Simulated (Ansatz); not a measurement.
Energy landscape of H2Mg, singlet: symmetric bend, bond length relaxed. Scanned: H-Mg-H angle. Other coordinates (Mg-H bond length) were minimised at B3LYP/def2-TZVP.

The free coordinates were minimised at B3LYP/def2-TZVP in PySCF; the energy column is full CI/def2-TZVP, frozen core run with Ansatz (an electronic-structure program), in eV.

| a / ° | Mg-H bond length / Å | E |
|---|---|---|
| 180 | 1.700 | 0.000 |
| 170.84 | 1.700 | 0.012 |
| 160.20 | 1.701 | 0.055 |
| 149.45 | 1.703 | 0.136 |
| 140.47 | 1.705 | 0.235 |
| 129.60 | 1.709 | 0.395 |
| 120.97 | 1.714 | 0.556 |
| 109.35 | 1.721 | 0.824 |
| 100.07 | 1.730 | 1.086 |
| 91.25 | 1.739 | 1.387 |
| 81.03 | 1.754 | 1.814 |
| 70.75 | 1.771 | 2.350 |
| 60 | 1.784 | 3.036 |
